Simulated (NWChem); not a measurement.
System: GeHOCl, singlet; SMILES [OH][Ge][Cl]

NWChem input:

```
start job
memory heap 200 mb stack 900 mb global 1100 mb
geometry units angstroms noautoz
  Ge     0.375283     0.522250     0.000000
  Cl    -0.123630    -1.612776     0.000000
  O     -1.304197     1.121611     0.000000
  H     -1.350247     2.086615     0.000000
end
basis spherical
  * library def2-svpd
end
dft
  xc b3lyp
  iterations 150
end
tddft
  cis
  nroots 6
  notriplet
end
task tddft energy
```

Low-valent species are run as closed-shell singlets; no triplet was tried in these runs. Geometry: optimised at PBE0/def2-SVP. B3LYP is NWChem's, with the RPA form of VWN correlation.

Vertical excitations in the gas phase.

Q: Predict the main results of this run. (B3LYP/def2-SVPD, TDA.) Quantities: lowest excitation, singlet (eV); oscillator strength of that lowest state; lowest state with f > 0.02, singlet (eV); oscillator strength of that bright state; orbital gap (eV).

A: The lowest excitation, singlet (eV) is 4.37 and the oscillator strength of that lowest state is 0.045. The lowest state with f > 0.02, singlet (eV) is 4.37 and the oscillator strength of that bright state is 0.045. The orbital gap (eV) is 5.04.
